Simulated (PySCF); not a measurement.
From computed data to an observable: dipole moment from atomic charges

Mg(NH2)(OSiH3) (H5MgNOSi), SMILES [NH2][Mg][O][SiH3]. Atoms are numbered in the order given.

```xyz
9

Mg    -0.5916     0.5861     0.9002
N     -1.5001     1.4884     2.2834
H     -1.6753     1.1368     3.2221
H     -1.9076     2.4195     2.2327
O      0.2779    -0.2765    -0.4231
Si     1.0686    -1.0595    -1.6264
H      0.1409    -1.9318    -2.4156
H      2.1575    -1.9357    -1.0869
H      1.7008    -0.0959    -2.5837
```

Geometry: B3LYP-D3(BJ)/def2-SVP. One conformer was computed; it need not be the lowest.

Charges (e) from CAM-B3LYP/def2-TZVPD (PySCF):

```
atom     IAO  ESP fit
----  ------  -------
Mg1    1.646    1.488
N2    -1.275   -1.762
H3     0.245    0.503
H4     0.245    0.502
O5    -1.223   -0.874
Si6    0.910    0.434
H7    -0.183   -0.098
H8    -0.183   -0.097
H9    -0.183   -0.096
```

The dipole moment of the full density is 1.96 D.

Problem. What dipole moment does each set of point charges give, and which comes closer to that of the density?

Solution. 
μ = Σ q r, and 1 e Å = 4.8032 D.
IAO: Σ q r = (-0.038, 0.038, 0.058) e Å, |μ| = 0.38 D.
ESP fit: Σ q r = (-0.203, 0.204, 0.312) e Å, |μ| = 2.04 D.
ESP fit comes closer in size. Point charges leave out the atoms' own dipoles (lone pairs, polarised bonds); fits to the potential absorb them, partitions of the density don't.
